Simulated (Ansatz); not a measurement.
Basis-set extrapolation for CH₄FNOSi (PBE0-D4/def2-TZVP geometry, frozen core, Ansatz 0.2.0). Multiplicity 1, RHF reference.

```tsv
	def2-TZVPP	def2-QZVPP
HF	-558.034416	-558.056411
MP2 correlation	-0.964865	-1.042740
CCSD(T) correlation	-1.029601	not run
```

Energies in hartree. Use E(X) = E(∞) + A·exp(−7.88·√X) for Hartree–Fock and E(X) = E(∞) + B·X^(−2.97) for correlation, with X = 3 and 4, and add CCSD(T) minus MP2 of the smaller set to the MP2 limit.

Q: What is the CCSD(T) energy at the basis-set limit?

A: HF limit: -558.056411 + (-0.021995) × 0.13774 = -558.05944. MP2 limit: -1.042740 + (-0.077875) × 0.74074 = -1.10043. Higher-order term: -1.029601 − (-0.964865) = -0.06474. Total: -559.22461 hartree, 100.8 kcal/mol below CCSD(T)/def2-TZVPP.
